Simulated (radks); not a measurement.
Task: Coherent X-ray form factor from a spherical all-electron density. Calculated with a radial shooting solver on a logarithmic mesh with Libxc functionals: scalar-relativistic Kohn-Sham, exchange-only LDA, spin-polarised, spherical densities, point nucleus.

| sin(theta)/lambda (1/angstrom) | f0 (electrons) |
|---|---|
| 0.05 | 36.945 |
| 0.1 | 36.781 |
| 0.15 | 36.510 |
| 0.2 | 36.137 |
| 0.25 | 35.668 |
| 0.3 | 35.110 |
| 0.4 | 33.762 |
| 0.5 | 32.172 |
| 0.6 | 30.423 |
| 0.8 | 26.772 |
| 1 | 23.335 |
| 1.25 | 19.744 |
| 1.5 | 16.974 |
| 2 | 12.975 |

The species is in the configuration that NIST lists as its ground one. Which atom or ion scatters so?

Result: The ytterbium ion Yb33+, [Kr] 4d1. Extrapolating in s^2 from the first two rows gives f0(0) = 37.0, near the electron count 37; among species with that count, the fall with angle is slower the higher Z, and the table is that of Z = 70; from so few rows the species is fixed only to a neighbour or two.
